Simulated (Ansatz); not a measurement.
In₁₀N₉H₂₆⁻, a nanocrystal cut from wurtzite InN (hydrogen-capped), relaxed as a singlet with RKS r2SCAN-D4/def2-SVP in Ansatz, starting from the GFN2-xTB geometry. Force threshold 0.03 eV/Å.

In the def2 sets In takes a core potential; there is no spin–orbit coupling. Single mean-field runs in def2-SVP are fitted with def2-universal-jkfit.

Start:

```xyz
45

In    3.276    1.672   -0.814
N     4.033   -0.248    0.089
In    0.492    3.502   -0.956
N    -1.016    2.905   -2.442
N     1.221    1.595   -0.357
In    0.305    0.011   -1.352
In    2.535   -1.525    1.028
N     1.117   -1.843   -0.508
In   -2.735    1.748   -1.700
N    -1.755   -0.022   -1.041
In   -2.656   -1.552   -2.175
In   -0.347   -3.092    0.368
N    -1.781   -3.408   -1.244
In    0.938    1.546    1.697
N     1.613   -0.330    2.500
N    -1.235    1.460    1.923
In   -2.279   -0.200    0.957
In    0.037   -1.503    3.397
N    -1.367   -1.947    1.817
H     3.558    1.467   -2.469
H     4.046    2.823    0.178
H     4.533   -0.781   -0.623
H     4.730    0.003    0.790
H     1.681    4.302   -1.893
H    -0.296    4.291    0.344
H    -0.529    2.287   -3.099
H    -1.327    3.707   -2.991
H     0.738   -0.082   -3.014
H     3.290   -2.936    1.586
H     1.565   -2.343   -1.280
H    -3.633    1.412   -3.118
H    -3.435    2.586   -0.381
H    -2.064   -1.591   -3.758
H    -4.293   -1.710   -1.735
H     0.235   -4.596    0.886
H    -1.350   -3.978   -1.973
H    -2.559   -3.961   -0.883
H     1.560    2.825    2.630
H     2.297   -0.120    3.232
H    -1.610    2.324    1.517
H    -1.467    1.466    2.918
H    -3.929   -0.155    1.369
H     0.747   -2.997    3.836
H    -0.767   -0.496    4.525
H    -2.115   -2.515    2.220
```

| step | energy (eV) | largest force component (eV/Å) | SCF passes |
| --- | --- | --- | --- |
| 1 | -65583.1626 | 0.998 | 21 |
| 2 | -65583.8468 | 0.359 | 27 |
| 3 | -65584.0032 | 0.094 | 22 |
| 4 | -65584.0120 | 0.032 | 21 |
| 5 | -65584.0129 | 0.016 | 22 |

Force components are those of the run's own axes.

End:

```xyz
45

In    3.3809    1.7445   -0.8171
N     4.1082   -0.2158    0.0834
In    0.4929    3.5638   -1.0036
N    -0.9943    2.9033   -2.5401
N     1.2643    1.6279   -0.3302
In    0.3182    0.0107   -1.4109
In    2.6390   -1.5686    1.0266
N     1.1158   -1.8510   -0.4792
In   -2.7698    1.7905   -1.7535
N    -1.8114   -0.0436   -1.0365
In   -2.7631   -1.5947   -2.2279
In   -0.3615   -3.1990    0.3380
N    -1.8421   -3.4492   -1.2817
In    0.9803    1.5808    1.7812
N     1.6048   -0.3925    2.4949
N    -1.2311    1.4413    1.9511
In   -2.3553   -0.2316    1.0152
In    0.0000   -1.4948    3.5387
N    -1.3097   -1.9759    1.8259
H     3.7029    1.5145   -2.5135
H     4.1919    2.9077    0.2056
H     4.5999   -0.7367   -0.6488
H     4.8371    0.0056    0.7680
H     1.7270    4.4426   -1.8804
H    -0.4859    4.2920    0.2520
H    -0.5280    2.3537   -3.2695
H    -1.3360    3.7377   -3.0266
H     0.7420   -0.0526   -3.1062
H     3.4860   -2.9924    1.5675
H     1.5657   -2.3506   -1.2570
H    -3.7754    1.4511   -3.1456
H    -3.3122    2.7565   -0.3981
H    -2.1547   -1.6703   -3.8583
H    -4.4418   -1.7836   -1.7775
H     0.1926   -4.7818    0.8119
H    -1.4111   -4.0035   -2.0274
H    -2.6066   -4.0384   -0.9391
H     1.5944    2.8237    2.8317
H     2.2814   -0.2018    3.2453
H    -1.6022    2.3022    1.5306
H    -1.4865    1.4925    2.9420
H    -4.0124   -0.2228    1.5442
H     0.6666   -2.9862    4.1640
H    -0.8548   -0.3524    4.5592
H    -2.0463   -2.5531    2.2519
```

By distances, no bond broke or formed. The bond that changes most is N5–In6, from 2.08 to 2.16 Å (atoms count from 1).

No frequencies were taken in this run, so the end may be a saddle point.

It took 34 s on 2 threads of AMD EPYC 7R13 on a shared host and a share (18 GiB) of an NVIDIA H100 80GB HBM3, peak host memory 1.2 GiB.
